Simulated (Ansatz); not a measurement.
Mulliken charges of BF2H5Si2 (`B[Si](F)(F)[SiH3]`) from PBE/def2-TZVPP in Ansatz (PBE0-D4/def2-TZVP geometry).

| atom | x (Å) | y (Å) | z (Å) | charge (e) |
| --- | --- | --- | --- | --- |
| B1 | -0.792 | 1.034 | -1.524 | -0.119 |
| Si2 | -0.347 | -0.642 | -0.512 | 0.648 |
| F3 | -1.668 | -1.456 | -0.120 | -0.270 |
| F4 | 0.522 | -1.649 | -1.403 | -0.270 |
| Si5 | 0.852 | -0.197 | 1.471 | 0.009 |
| H6 | -0.014 | 1.503 | -2.299 | 0.047 |
| H7 | -1.790 | 1.645 | -1.286 | 0.048 |
| H8 | 0.061 | 0.715 | 2.340 | -0.032 |
| H9 | 1.116 | -1.468 | 2.196 | -0.029 |
| H10 | 2.143 | 0.463 | 1.138 | -0.031 |

Question: By hand: the dipole of these point charges (1 e Å = 4.8032 D).

Answer: Σ q r = (-0.001, 0.452, -0.070) e Å, of length 0.457 e Å = 2.20 D.

Question: How does the dipole of the full density compare? (Best estimate.)

Answer: Computed: (0.064, 0.308, 0.062) e Å, 1.54 D; the point charges give 1.43 times that, at 23° from its direction.

Point charges leave out the atoms' own dipoles, such as those of lone pairs, and Mulliken's split depends on the basis, so the two needn't agree.
